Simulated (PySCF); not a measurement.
# Ta²⁺ (tantalum, charge +2): UHF calculation

Configuration: [Xe] 4f14 5d3, high-spin 4F determinant. Calculation: PySCF 2.14, in aug-cc-pwCVTZ-PP with ECP60MDF (8s8p7d4f3g, 122 functions); scalar relativity through the core potential.

| Item | Value |
| --- | --- |
| Total energy | -56.013423 hartree |
| One-electron energy | -88.0269 hartree |
| Hartree (Coulomb) energy | 37.8863 hartree |
| Exchange energy | -5.8729 hartree |
| ⟨S²⟩ | 3.7550 |
| ⟨L²⟩ | 12.045 |
| Sum of ⟨r⟩ | 16.16 bohr |
| Sum of ⟨r²⟩ | 28.03 bohr² |

```
shell  electrons  mean orbital energy (hartree)  rms radius, mean of both spins (bohr)
 5s α          1                       -3.77605                                   1.20
 5s β          1                       -3.66885                                   1.20
 5p α          3                       -2.40172                                   1.40
 5p β          3                       -2.23132                                   1.40
 5d α          3                       -0.88533                                   2.12
```

Energies and moments cover only the electrons outside the core potential. Spin-orbit coupling, absent here, splits the open shell strongly.
